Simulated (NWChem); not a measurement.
# C$_{2}$H$_{4}$Si; SMILES C#C[SiH3]

Program: NWChem. Each level has its own optimisation; frequencies are unscaled.

For level PBE/def2-SVP:

* **highest harmonic frequency (cm⁻¹)**: 3391

Question: Estimate the same quantities for level PBE0/def2-SVP.

Answer: The highest harmonic frequency (cm⁻¹) comes out as 3474.
